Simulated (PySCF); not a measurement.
C4H7FO, SMILES C[C@@]1(O)C[C@H]1F. Geometry: PBE-D3(BJ)/def2-SVP. The structure was generated by enumeration; whether it is a known compound was not checked. Other conformers were not sampled.

Q: Give the equilibrium geometry at PBE-D3(BJ)/def2-SVP (PySCF confirms it by a frequency run) as Cartesian coordinates in Å. (The exact figures need the calculation; the answer reports its results.)

A: One answer among several that fit: 
```xyz
13

C      1.5246     0.5378     0.3928
C      0.0511     0.2138     0.4907
O     -0.4205    -0.0907     1.7772
C     -0.9332     0.8612    -0.4870
C     -0.5934    -0.6035    -0.5887
F      0.1716    -1.0246    -1.6463
H      1.8489     0.6255    -0.6613
H      2.1161    -0.2675     0.8734
H      1.7554     1.4942     0.9083
H     -0.3989     0.7404     2.2890
H     -0.5180     1.5244    -1.2623
H     -1.9350     1.1257    -0.1148
H     -1.3433    -1.3523    -0.2795
```
